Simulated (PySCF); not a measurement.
**Spin-rotation constants: SMILES CSC1=CC=CC=CC1, C₈H₁₀S**

Geometry:
```json
{"atom": "C1", "x (Å)": "2.933", "y (Å)": "-0.410", "z (Å)": "-1.065"}
{"atom": "S2", "x (Å)": "1.954", "y (Å)": "-1.392", "z (Å)": "0.108"}
{"atom": "C3", "x (Å)": "0.550", "y (Å)": "-0.384", "z (Å)": "0.418"}
{"atom": "C4", "x (Å)": "0.491", "y (Å)": "0.939", "z (Å)": "0.172"}
{"atom": "C5", "x (Å)": "-0.708", "y (Å)": "1.714", "z (Å)": "0.236"}
{"atom": "C6", "x (Å)": "-1.953", "y (Å)": "1.271", "z (Å)": "-0.057"}
{"atom": "C7", "x (Å)": "-2.266", "y (Å)": "-0.059", "z (Å)": "-0.490"}
{"atom": "C8", "x (Å)": "-1.622", "y (Å)": "-1.163", "z (Å)": "-0.089"}
{"atom": "C9", "x (Å)": "-0.615", "y (Å)": "-1.115", "z (Å)": "1.013"}
{"atom": "H10", "x (Å)": "3.418", "y (Å)": "0.414", "z (Å)": "-0.549"}
{"atom": "H11", "x (Å)": "2.283", "y (Å)": "-0.048", "z (Å)": "-1.856"}
{"atom": "H12", "x (Å)": "3.683", "y (Å)": "-1.082", "z (Å)": "-1.471"}
{"atom": "H13", "x (Å)": "1.386", "y (Å)": "1.479", "z (Å)": "-0.102"}
{"atom": "H14", "x (Å)": "-0.570", "y (Å)": "2.774", "z (Å)": "0.406"}
{"atom": "H15", "x (Å)": "-2.755", "y (Å)": "1.996", "z (Å)": "-0.105"}
{"atom": "H16", "x (Å)": "-3.069", "y (Å)": "-0.147", "z (Å)": "-1.211"}
{"atom": "H17", "x (Å)": "-1.820", "y (Å)": "-2.119", "z (Å)": "-0.552"}
{"atom": "H18", "x (Å)": "-1.006", "y (Å)": "-0.547", "z (Å)": "1.862"}
{"atom": "H19", "x (Å)": "-0.324", "y (Å)": "-2.112", "z (Å)": "1.339"}
```

Level of theory: PySCF, GIAO wB97X-D/pcSseg-1 magnetisability, rotational g tensor and spin-rotation constants, non-relativistic, gas phase. Geometry: GFN2-xTB.

Problem. Give the nuclear spin-rotation constants along the inertial axes (H = +C I·J) beside the isotropic shieldings.

Solution. Rotational constants 2.7517, 0.9860, 0.8233 GHz. A star marks the isotopologue with that one atom substituted, in its own axes.
| atom | isotope | Caa (kHz) | Cbb (kHz) | Ccc (kHz) | mean (kHz) | σ (ppm) |
| --- | --- | --- | --- | --- | --- | --- |
| H10 | 1H | -0.264 | -0.025 | -0.049 | -0.113 | 29.3 |
| H11 | 1H | -0.141 | -0.105 | -0.029 | -0.092 | 29.8 |
| H12 | 1H | -0.008 | -0.099 | -0.074 | -0.060 | 29.7 |
| H13 | 1H | -0.063 | 0.016 | -0.092 | -0.047 | 26.0 |
| H14 | 1H | -0.243 | 0.072 | -0.068 | -0.079 | 24.9 |
| H15 | 1H | 0.208 | -0.069 | -0.087 | 0.017 | 25.1 |
| H16 | 1H | -0.068 | -0.092 | 0.011 | -0.050 | 25.3 |
| H17 | 1H | -0.299 | 0.030 | -0.041 | -0.103 | 26.5 |
| H18 | 1H | -0.171 | -0.099 | -0.027 | -0.099 | 30.2 |
| H19 | 1H | -0.173 | -0.002 | -0.084 | -0.086 | 28.7 |
| C1 | 13C* | 0.399 | 0.143 | 0.122 | 0.222 | 164.7 |
| S2 | 33S* | 0.499 | 0.324 | 0.252 | 0.358 | 465.5 |
| C3 | 13C* | 1.095 | 0.391 | 0.160 | 0.549 | 45.9 |
| C4 | 13C* | 1.126 | 0.352 | 0.109 | 0.529 | 65.6 |
| C5 | 13C* | 1.008 | 0.422 | 0.144 | 0.525 | 49.2 |
| C6 | 13C* | 1.214 | 0.347 | 0.128 | 0.563 | 54.0 |
| C7 | 13C* | 0.816 | 0.330 | 0.263 | 0.470 | 53.3 |
| C8 | 13C* | 0.569 | 0.346 | 0.294 | 0.403 | 61.5 |
| C9 | 13C* | 0.462 | 0.182 | 0.134 | 0.259 | 149.1 |

For the geometry as given, no vibrational averaging.
